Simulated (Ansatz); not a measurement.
One change: `[SiH3][SiH]1CO[SiH2]1` becomes `C[SiH]1CO[SiH2]1`.

Ansatz, PBE0-D4/def2-TZVP geometries, multiplicity 1. 

| property | `[SiH3][SiH]1CO[SiH2]1` |
| --- | --- |
| LUMO energy (PBE0/def2-TZVPP) / eV | -0.66 |
| size of the dipole moment (PBE/def2-TZVPP) / D | 1.12 |
| size of the dipole moment (ωB97M-V/def2-TZVPP) / D | 1.37 |
| LUMO energy (PBE/def2-TZVPP) / eV | -1.48 |
| HOMO energy (ωB97M-V/def2-TZVPP) / eV | -9.53 |
| HOMO–LUMO gap (PBE0/def2-TZVPP) / eV | 6.88 |

Task: Give the same properties after the change, and the shifts. (Best estimate.)

Result: Ansatz gave: 
```csv
property,`C[SiH]1CO[SiH2]1`,shift
LUMO energy (PBE0/def2-TZVPP) / eV,-0.26,0.40
size of the dipole moment (PBE/def2-TZVPP) / D,2.07,0.95
size of the dipole moment (ωB97M-V/def2-TZVPP) / D,2.22,0.85
LUMO energy (PBE/def2-TZVPP) / eV,-1.12,0.36
HOMO energy (ωB97M-V/def2-TZVPP) / eV,-9.46,0.07
HOMO–LUMO gap (PBE0/def2-TZVPP) / eV,7.16,0.28
```

With PBE0 the HOMO rises by 0.11 eV and the LUMO rises by 0.40 eV, so the gap widens by about 0.29 eV. PBE moves the HOMO by 0.08 eV and ωB97M-V by 0.07 eV. Dipoles are sizes alone; their direction can turn.
